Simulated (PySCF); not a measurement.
Numbering as in the mapped SMILES `[CH3:1][CH2:2]/[CH:3]=[CH:4]\[C:5]#[C:6][CH2:7][C:8]([F:9])([F:10])[F:11]` (H(Xn): hydrogen on atom n).

GIAO PBE0/pcSseg-1 shifts (PySCF, gas phase, non-relativistic, equivalent atoms averaged), each against references optimised in the same way as the molecule (TMS, CFCl3).

On the GFN2-xTB geometry: C3 158.3, C8 134.7, C4 113.3, C6 92.9, C5 89.7, C7 30.5, C2 29.8, C1 16.0, F9/F10/F11 -80.9, H(C3) 6.31, H(C4) 5.67, H(C7) 3.32, H(C2) 2.56, H(C1) 1.08 ppm.

Problem. What changes on the PBE0-D3(BJ)/def2-SVP geometry?

Solution. 
```tsv
atoms	δ (ppm)	change
C3	159.6	+1.3
C8	129.7	-5.0
C4	114.5	+1.2
C6	91.8	-1.1
C5	87.6	-2.1
C7	29.2	-1.3
C2	27.8	-2.0
C1	15.3	-0.7
F9/F10/F11	-81.0	-0.1
H(C3)	6.18	-0.13
H(C4)	5.50	-0.17
H(C7)	3.00	-0.32
H(C2)	2.39	-0.17
H(C1)	1.03	-0.05
```

Unscaled 19F shifts against computed CFCl3 carry errors that often reach 10 to 50 ppm.

Bonds between heavy atoms that differ most (equivalent bonds averaged): C3–C4 1.332 → 1.346 Å, C4–C5 1.410 → 1.422 Å, C5–C6 1.203 → 1.215 Å, C8–F9 1.342 → 1.334 Å, C7–C8 1.520 → 1.517 Å. Mean change of bonds to hydrogen: C–H +0.012 Å. The two structures also differ in conformation, which adds to the changes.
